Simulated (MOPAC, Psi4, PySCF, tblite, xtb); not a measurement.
Dimer CH4 ··· CH5N (SMILES C and CN), singlet at R = 3.85 Å between the centres of mass, closest contact 2.33 Å (a random orientation, not optimised). Geometry in Å and degrees:

```
C
H 1 1.0912
H 1 1.0912 2 107.21
H 1 1.0988 2 107.87 3 -115.94
N 1 1.4624 2 109.21 3 118.21
H 5 1.0128 1 110.76 2 -179.26
H 5 1.0128 6 106.92 1 120.76
H 3 2.3283 1 122.04 2 -150.03
C 8 1.0891 3 119.81 1 -104.52
H 9 1.0891 8 109.47 3 -134.65
H 9 1.0891 10 109.47 8 -120.00
H 9 1.0891 10 109.47 11 -120.00
```

- GFN2-xTB (tblite)
- SAPT0/jun-cc-pVDZ, frozen core (Psi4)
- revPBE/def2-TZVP, counterpoise-corrected (Psi4)
- revPBE-D3(BJ)/def2-TZVP, counterpoise-corrected (Psi4)
- PBE/def2-TZVP, counterpoise-corrected (Psi4)
- PBE-D3(BJ)/def2-TZVP, counterpoise-corrected (Psi4)
- M06-2X/def2-TZVP, counterpoise-corrected (Psi4)
- HF/aug-cc-pVDZ, counterpoise-corrected (Psi4)
- MP2/aug-cc-pVDZ = DF-MP2/aug-cc-pVDZ, frozen core, counterpoise-corrected (Psi4 1.11)
- SCS-MP2/aug-cc-pVDZ = Psi4 1.11 with DF-SCS-MP2/aug-cc-pVDZ, frozen core, counterpoise-corrected
- AM1, restricted, heats of formation (MOPAC)
- PM7, restricted, heats of formation (MOPAC)
- GFN1-xTB (xtb)
- RKS-B3LYP/6-31G* = restricted B3LYP/6-31G*, spherical d, no counterpoise correction (PySCF 2.14.0)
- RHF/3-21G = restricted Hartree-Fock/3-21G, no counterpoise correction (PySCF)
- RKS-B3LYP/LANL2DZ = restricted B3LYP/LANL2DZ, no counterpoise correction (PySCF)
- RMP2/6-31G* = restricted MP2 (frozen core)/6-31G*, spherical d, no counterpoise correction run with PySCF

**Question.** What interaction energy does each level give?

**Answer.** 
```tsv
method	E_int / kcal/mol
PBE-D3(BJ)/def2-TZVP	-0.75
PM7	-0.72
revPBE-D3(BJ)/def2-TZVP	-0.61
GFN2-xTB	-0.38
GFN1-xTB	-0.31
MP2/aug-cc-pVDZ	-0.31
M06-2X/def2-TZVP	-0.29
RMP2/6-31G*	-0.08
AM1	-0.05
SCS-MP2/aug-cc-pVDZ	-0.04
SAPT0/jun-cc-pVDZ	-0.03
PBE/def2-TZVP	0.05
RKS-B3LYP/6-31G*	0.29
RKS-B3LYP/LANL2DZ	0.33
RHF/3-21G	0.45
HF/aug-cc-pVDZ	0.86
revPBE/def2-TZVP	0.89
```
